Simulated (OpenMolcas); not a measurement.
A calculation on neutral oxygen.

```
Program             : OpenMolcas 26.06
Method              : SS-CASPT2, IPEA 0.25 Eh, imaginary shift 0.1 Eh (closed shells correlated: 1s)
Basis               : ANO-RCC-VQZP [5s4p3d2f1g]
Scalar Hamiltonian  : DKH2, point nucleus
Active space        : 6 electrons in 8 orbitals (2s 2p 3s 3p)
State averaging     : 2S+1 = 3 even, 3 roots; 2S+1 = 1 even, 6 roots
Spin-orbit coupling : RASSI with atomic mean-field integrals over the reference wave functions, term energies averaged over their components
```

Which level of the active space comes out lowest?

2s2 2p4 3P2, with 100 % of that term; it is also the measured ground level.

How high does 2s2 2p4 1D2 lie?

16090 cm-1 above the lowest level; measured 15868 cm-1 above the ground level, so the calculation is off by +1 %.

How high does 2s2 2p4 3P0 lie?

212 cm-1 above the lowest level; measured 227 cm-1 above the ground level, so the calculation is off by -7 %.

How high does 2s2 2p4 1S0 lie?

33570 cm-1 above the lowest level; measured 33793 cm-1 above the ground level, so the calculation is off by -1 %.

Measured values: NIST Handbook of Basic Atomic Spectroscopic Data.

CASPT2 does not keep the components of a term degenerate, so their means are used; among the terms shown or strongly mixed into the levels shown the widest spread is 19 cm-1 (2s2 2p4 1D). Active for correlation alone: 3p 3s; no level in the range computed is led by a configuration that fills them, so any true level of that kind is missing. Measured partners are found by configuration, term and J. A level has none where our copy of the source lacks it or the pairing is in doubt (some pairs that miss far off the trend of their configuration count as doubtful), and it then counts in no deviation. Levels of configurations outside the active space are missing.
